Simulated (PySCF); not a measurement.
# TlF3: one run

TlF3 (singlet). PySCF 2.14.0, RKS CAM-B3LYP, Tl def2-SVP with ECP60, F def2-SVP; non-relativistic Hamiltonian with scalar-relativistic core potentials where named; density fitting; no spin-orbit coupling. Purpose: singlet excitations, Tamm-Dancoff CAM-B3LYP.

```python
mol = gto.M(atom='''
Tl     0.27117     0.00000    -0.00000
F     -0.60574     0.00000     1.80785
F     -0.60574    -0.00000    -1.80785
F      2.28958    -0.00000    -0.00000''',
    basis={'Tl': 'def2-SVP', 'F': 'def2-SVP'},
    ecp={'Tl': 'def2-SVP'},
    charge=0, spin=0)
mf = dft.RKS(mol, xc='CAMB3LYP')
mf.grids.atom_grid = (50, 194)
mf = mf.density_fit()  # fitting sets: Tl def2-universal-JKFIT, F def2-universal-JKFIT
mf.conv_tol = 1e-08; mf.max_cycle = 55
mf.kernel(dm0)  # dm0: converged density of the relaxed state
td = mf.TDA(); td.nstates = 8; td.kernel()
```

Run from Python with OMP_NUM_THREADS=2; the lines above give its settings. Where DIIS fails, smearing, a level shift and second-order steps follow.
It took 8.6 s on 2 threads of Arm Neoverse V2 (shared host), from an already converged density.

Question: Where do the frontier levels lie, over both spins?

Answer: HOMO -11.99 eV, LUMO -3.42 eV. 

Question: What are the Mulliken charges and spins?

Answer: 
```json
{"atom": "Tl1", "charge (e)": "1.123", "spin (e)": "0.000"}
{"atom": "F2", "charge (e)": "-0.370", "spin (e)": "0.000"}
{"atom": "F3", "charge (e)": "-0.370", "spin (e)": "0.000"}
{"atom": "F4", "charge (e)": "-0.383", "spin (e)": "0.000"}
```

Question: Which singlet excitations follow (Tamm-Dancoff, 8 states)?

Answer: 
```csv
state,eV,oscillator strength
1,4.79,0.0005
2,4.81,0.0222
3,4.91,0.0000
4,4.94,0.0385
5,4.99,0.0081
6,5.50,0.0291
7,6.73,0.0750
8,7.06,0.1205
```

The geometry was relaxed with PBE0 (Tl def2-SVP with ECP60, F def2-SVP).
